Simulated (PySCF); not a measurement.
PySCF input for H3Si, SMILES [SiH3-], charge -1, PBE-D3(BJ)/def2-TZVPD. Geometry: PBE-D3(BJ)/def2-TZVPD.

```python
import numpy as np
from pyscf import gto, scf, dft, df
from pyscf.hessian import thermo

mol = gto.M(
    atom='''
    Si    0.00000000    0.00000000   -0.14928533
    H     1.13245806    0.65382496    0.69666490
    H    -1.13245808    0.65382497    0.69666487
    H    -0.00000001   -1.30764995    0.69666487
    ''',
    basis='def2-TZVPD',
    charge=-1,
    spin=0,
    max_memory=1600,
    verbose=3,
)
mf = dft.RKS(mol, xc='pbe').density_fit(auxbasis='def2-universal-jkfit')
mf.disp = 'd3bj'
mf.grids.level = 3
mf.conv_tol = 1e-11
mf.max_cycle = 100
mf.kernel()

# [left out here: the lines that compute and print the analytic Hessian (its translational invariance restored by hand, since the grid's response is missing), thermochemistry and intensities]
```

Program output:

```
converged SCF energy = -291.125287379292

WARN: DFTD3 does not support analytical Hessian, using finite difference


WARN: Mole.unit (angstrom) is changed to Bohr

Mode                                 0                   1                   2
Irrep
Freq [cm^-1]                      843.0237            915.5365            915.5408
Reduced mass [au]                   1.0839              1.0273              1.0273
Force const [Dyne/A]                0.4538              0.5073              0.5074
Char temp [K]                    1212.9234           1317.2532           1317.2594
Normal mode                   x     y     z       x     y     z       x     y     z
       0  Si                 0.00  0.00  0.05    0.01  0.03 -0.00   -0.03  0.01 -0.00
       1   H                 0.25  0.14 -0.47    0.39 -0.37 -0.22    0.11 -0.50  0.23
       2   H                -0.25  0.14 -0.47   -0.39 -0.56 -0.09   -0.08  0.28 -0.30
       3   H                -0.00 -0.29 -0.47   -0.16  0.21  0.31    0.69  0.05  0.07
Mode                                 3                   4                   5
Irrep
Freq [cm^-1]                     1833.1373           1833.1736           1839.6125
Reduced mass [au]                   1.0441              1.0441              1.0325
Force const [Dyne/A]                2.0672              2.0673              2.0587
Char temp [K]                    2637.4764           2637.5287           2646.7928
Normal mode                   x     y     z       x     y     z       x     y     z
       0  Si                -0.04 -0.00  0.00   -0.00  0.04 -0.00   -0.00 -0.00 -0.03
       1   H                 0.51  0.30  0.37   -0.29 -0.16 -0.21    0.43  0.25  0.28
       2   H                 0.50 -0.29 -0.37    0.30 -0.17 -0.22   -0.43  0.25  0.27
       3   H                -0.01  0.01 -0.01   -0.00 -0.67  0.43   -0.00 -0.50  0.27
temperature 298.1500 [K]
pressure 101325.00 [Pa]
Rotational constants [GHz] 111.33780 111.33780 97.73552
Symmetry number 3
Zero-point energy (ZPE) 0.01864 [Eh]   48927.412 [J/mol]
                           tot       elec      trans        rot        vib
Entropy [J/mol/K]       212.279      0.000    151.617     58.796      1.866
Cv [J/mol/K]             31.669      0.000     12.472     12.472      6.725
Cp [J/mol/K]             39.983      0.000     20.786     12.472      6.725
Internal energy [J/mol]                      3718.434   3718.434  49379.666
Internal energy [Eh]   -291.10365  -291.12529
Enthalpy [J/mol]                             6197.391   3718.434  49379.666
Enthalpy [Eh]          -291.10270
Gibbs free energy [J/mol]                  -39007.284 -13811.539  48823.432
Gibbs free energy [Eh] -291.12681
mode   freq/cm-1   IR/(km/mol)
   1      843.02       132.229
   2      915.54        43.864
   3      915.54        43.873
   4     1833.14       515.713
   5     1833.17       515.389
   6     1839.61       446.640
max |gradient| / (hartree/bohr): 1.7566131797707914e-05
APT charges: [ 0.0599 -0.3533 -0.3533 -0.3533]
```

The run converged.
